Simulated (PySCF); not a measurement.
Geometries of 2 isomers of C6H7Cl, from PBE0-D3(BJ)/def2-SVP geometry optimisation, gas phase (PySCF 2.14.0). One conformer each, no zero-point energy, no frequencies.

Problem. Which isomer lies lower at this level?
A.
```xyz
14
angstrom
C     -2.659    0.228   -0.012
C     -1.518    0.100   -0.396
C     -0.136   -0.033   -0.845
C      0.867    0.336    0.224
C      1.752   -0.542    0.704
C      0.813    1.741    0.729
Cl     1.183    2.925   -0.577
H     -3.674    0.336    0.322
H      0.047   -1.063   -1.189
H      0.020    0.630   -1.715
H      1.772   -1.579    0.357
H      2.483   -0.253    1.463
H      1.541    1.908    1.532
H     -0.194    1.992    1.091
```
B.
```xyz
14
angstrom
Cl     2.090    0.731    3.153
C      2.447    0.533    1.443
C      1.601    1.140    0.355
C      0.220    1.551    0.721
C     -0.512    0.509    1.130
C      0.254   -0.784    1.056
C      1.636   -0.369    0.574
H      3.526    0.534    1.276
H      2.125    1.638   -0.466
H     -0.114    2.590    0.695
H     -1.532    0.572    1.516
H     -0.215   -1.502    0.362
H      0.304   -1.279    2.043
H      2.181   -1.036   -0.098
```

Solution. B. That is `Cl[C@@H]1[C@@H]2C=CC[C@H]12`, 35.8 kcal/mol below the other.

| SMILES | atoms numbered as above | E (Eh) | relative (kcal/mol) | relative (kJ/mol) | dipole (D) |
| --- | --- | --- | --- | --- | --- |
| Cl[C@@H]1[C@@H]2C=CC[C@H]12 | [Cl:1][C@@H:2]1[C@@H:3]2[CH:4]=[CH:5][CH2:6][C@H:7]12 | -692.27523 | 0.0 | 0.0 | 1.67 |
| C#CCC(=C)CCl | [CH:1]#[C:2][CH2:3][C:4](=[CH2:5])[CH2:6][Cl:7] | -692.21823 | 35.8 | 149.7 | 1.62 |

As drawn, the lower has a three-membered ring, which the higher lacks; the higher has a C≡C bond, which the lower lacks.
